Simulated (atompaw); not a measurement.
Reading a pseudo-wave (boron)

Columns: radius, all-electron u(r) and pseudo u(r) of the 2p shell (level -8.01 eV) of boron in the configuration [He] 2s2 2p0.5; PBEsol, non-relativistic, PAW (atompaw) scheme, atompaw 4.2.0.5.

```csv
r (bohr),all-electron,pseudo
0.112,0.0367,0.0061
0.223,0.1139,0.0238
0.335,0.2047,0.0527
0.446,0.2938,0.0911
0.558,0.3761,0.1381
0.669,0.4475,0.1908
0.781,0.5086,0.2481
0.892,0.5592,0.3067
1.004,0.6001,0.3653
1.115,0.6305,0.4206
1.227,0.6519,0.4717
1.338,0.6649,0.5159
1.450,0.6707,0.5528
1.562,0.6701,0.5810
1.673,0.6643,0.6001
1.785,0.6539,0.6105
1.896,0.6399,0.6125
2.008,0.6229,0.6071
2.119,0.6037,0.5955
2.231,0.5825,0.5789
2.342,0.5602,0.5590
2.454,0.5369,0.5366
2.565,0.5133,0.5132
2.677,0.4892,0.4892
2.788,0.4654,0.4654
2.900,0.4417,0.4417
```

(1) How many radial nodes do the two functions have?

(2) Is the pseudo-wave norm-conserving?

## Answers

(1) The all-electron 2p function has n − l − 1 = 0; the pseudo-wave has 0.

(2) No, it belongs to a PAW set: the norm inside the radius is not constrained, and the difference is carried by the augmentation charge.
